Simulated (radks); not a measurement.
Results of a calculation; reference values are marked as such.
Question: Ionisation of the chlorine ion Cl2+, [Ne] 3s2 3p3, to Cl3+, [Ne] 3s2 3p2, under several functionals. Non-relativistic Kohn-Sham, spin-polarised, spherical densities, point nucleus; open shells are filled with parallel spins first; a radial shooting solver on a logarithmic mesh with Libxc functionals. The NIST Atomic Spectra Database gives 39.8 eV (semi-empirical). Rank these functionals by the error of their Delta-SCF ionisation energy: revTPSS; PBEsol; Wu-Cohen GGA; Tao-Mo meta-GGA; HCTH/407; MS2 meta-GGA; RPBE; r2SCAN; exchange-only r2SCAN; LDA (Slater exchange, Perdew-Zunger correlation).

Answer: From best to worst: revTPSS 39.810 eV (+0.010); Tao-Mo meta-GGA 39.711 eV (-0.089); RPBE 39.652 eV (-0.148); Wu-Cohen GGA 39.631 eV (-0.169); PBEsol 39.571 eV (-0.229); exchange-only r2SCAN 39.540 eV (-0.260); MS2 meta-GGA 40.065 eV (+0.265); LDA (Slater exchange, Perdew-Zunger correlation) 39.534 eV (-0.266); r2SCAN 40.208 eV (+0.408); HCTH/407 40.259 eV (+0.459). Open shells are spherical and high-spin; term and fine-structure splittings are not resolved.
